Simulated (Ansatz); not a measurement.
Ansatz (an electronic-structure program) input:

Ansatz 0.2 input:
```yaml
crystal:
  periodic: [false, false, false]
  atoms:
    - {symbol: C, position_ang: [-1.98288766, 0.98117133, 0.68826476]}
    - {symbol: C, position_ang: [-0.90202812, -0.09139298, 0.54358122]}
    - {symbol: C, position_ang: [-1.49109793, -1.37583751, -0.07774596]}
    - {symbol: C, position_ang: [0.26697941, 0.41210505, -0.23211992]}
    - {symbol: C, position_ang: [1.54914016, -0.32291454, -0.28102756]}
    - {symbol: O, position_ang: [2.60393628, 0.58720319, -0.59563491]}
    - {symbol: H, position_ang: [-2.37274956, 1.26721978, -0.29203707]}
    - {symbol: H, position_ang: [-1.58573918, 1.87787162, 1.16627898]}
    - {symbol: H, position_ang: [-2.81971991, 0.61661891, 1.28700740]}
    - {symbol: H, position_ang: [-0.54950916, -0.36179358, 1.54909670]}
    - {symbol: H, position_ang: [-2.32160163, -1.74919410, 0.52602086]}
    - {symbol: H, position_ang: [-1.86412953, -1.17674787, -1.08498130]}
    - {symbol: H, position_ang: [-0.74227335, -2.16663381, -0.14578450]}
    - {symbol: H, position_ang: [0.14635120, 1.24154718, -0.91939504]}
    - {symbol: H, position_ang: [1.73278148, -0.82129651, 0.68308003]}
    - {symbol: H, position_ang: [1.51095113, -1.12252911, -1.04308614]}
    - {symbol: H, position_ang: [3.39351311, 0.07852404, -0.80683588]}
basis:
  gaussian:
    orbitals: def2-TZVP
hamiltonian:
  xc: b3lyp
  dispersion: d3bj
magnetization: {spin_polarized: true, initial_magnetization: 1}
phonons: {temperatures: {t_min: 298.15, t_max: 298.15, t_step: 100}}
```

Question: What final total energy does it print?

Answer: -272.44659 Eh (B3LYP-D3(BJ)/def2-TZVP). The basis has 252 functions.

It need not be the lowest isomer of its formula.
